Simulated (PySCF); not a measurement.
# Correlation energy of Mn (manganese, neutral)

[Ar] 3d6 4s1, high-spin 6D determinant (an excited configuration). All numbers are calculated (PySCF 2.14, no relativity, point nucleus, in def2-TZVPPD (6s6p4d2f1g, 67 functions)). Frozen: [Ne]; 15 electrons correlated.

```json
{"level": "CCSD", "correlation energy (mhartree)": "-482.63"}
{"level": "(T)", "correlation energy (mhartree)": "-13.98"}
{"level": "CCSD(T)", "correlation energy (mhartree)": "-496.61"}
```

Diagnostics: T1 = 0.019, D1 = 0.0626, largest double amplitude 0.030.

Problem. Is a single reference adequate?

Solution. Yes: T1 lies below 0.03 and no double amplitude reaches 0.07.

This basis was not built for core-valence correlation, so the inner-shell part is incomplete.
